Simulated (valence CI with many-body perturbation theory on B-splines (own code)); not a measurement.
**Questions on Dy³³⁺**

Level of theory: configuration interaction combined with many-body perturbation theory (CI+MBPT): five valence electrons over a frozen Dirac-Fock core [Ar] 3d10, a basis of 9 s, 9 p, 8 d, 6 f, 3 g, 1 h functions for each j, with the one-electron correlation potential Σ1 (screened to all orders), the two-electron term Σ2, the three-electron term Σ3, Breit, model QED; selected single and double excitations, second order for the rest, scaled by the run's own slope (own B-spline code, finite nucleus).

The last digits are not significant, and no measured levels were compared; by estimate large intervals hold to a few tenths of a per cent, small ones and those within an open d or f shell to about a per cent. Among the levels kept, up to 780 cm⁻¹ of a level comes from second order outside the variational space, and about a tenth of that is noise between levels of different J, which matters for small intervals.

Levels are named by their leading jj configuration (3d3/2^4 stands for four electrons in 3d with j = 3/2), which in mixed levels can hold well under half, so a name can repeat and another be missing.

Rates and lifetimes use the calculated energies. Strong lines usually hold to 10 to 20 %, long lifetimes can be off by a factor of two.

Question: What is the ground level?

Answer: (4s^2 4p1/2^2 4p3/2) J=3/2, composition 45 % 4s²4p³ ²P° + 29 % 4s²4p³ ⁴S° + 25 % 4s²4p³ ²D°, g = 1.390.

Question: Where does the other parity begin?

Answer: At (4s 4p1/2^2 4p3/2^2) J=5/2, 985910 cm⁻¹.

Question: How well does LS coupling describe the low levels?

Answer: Among the lowest 20 levels the leading LS term, summed over configurations, holds 54 % on average. For single configurations the figures are 49 % in LS and 81 % in jj coupling. Terms mix most in the J = 5/2 level at 1156600 cm⁻¹, where the leading one holds 25 %.

Question: Name the longest-lived excited levels whose lifetime is computed, and their main decay.

Answer: (4s^2 4p1/2 4p3/2^2) J=5/2 at 408720 cm⁻¹ lives 4.83 μs, mostly by M1 to (4s^2 4p1/2^2 4p3/2) J=3/2; (4s^2 4p1/2 4p3/2^2) J=1/2 at 455160 cm⁻¹ lives 1.28 μs, mostly by M1 to (4s^2 4p1/2^2 4p3/2) J=3/2; (4s^2 4p1/2 4p3/2^2) J=3/2 at 371780 cm⁻¹ lives 967 ns, mostly by M1 to (4s^2 4p1/2^2 4p3/2) J=3/2. The lifetime of (4s^2 4p1/2 4p3/2 4d5/2) J=9/2 is too uncertain to give, and may be longer.

Question: What is the ionisation energy?

Answer: 1372.7 eV; NIST lists 1371 ± 5 eV (theoretical).

Question: Among levels below 1961800 cm⁻¹, which E1 lines absorb most strongly from the ground level?

Answer: to (4s^2 4p1/2 4p3/2 4d3/2) J=5/2 at 6.614 nm, f = 0.659; to (4s^2 4p1/2 4p3/2 4d3/2) J=3/2 at 6.605 nm, f = 0.544; to (4s^2 4p1/2^2 4d5/2) J=5/2 at 8.646 nm, f = 0.268.

Question: What are the static dipole polarisabilities of the lowest levels?

Answer: (4s^2 4p1/2^2 4p3/2) J=3/2 0.0668 (tensor 0.0044); (4s^2 4p1/2 4p3/2^2) J=3/2 0.0739 (tensor 0.00089); (4s^2 4p1/2 4p3/2^2) J=5/2 0.0735; (4s^2 4p1/2 4p3/2^2) J=1/2 0.0734 bohr³, of which the core gives 0.00382.
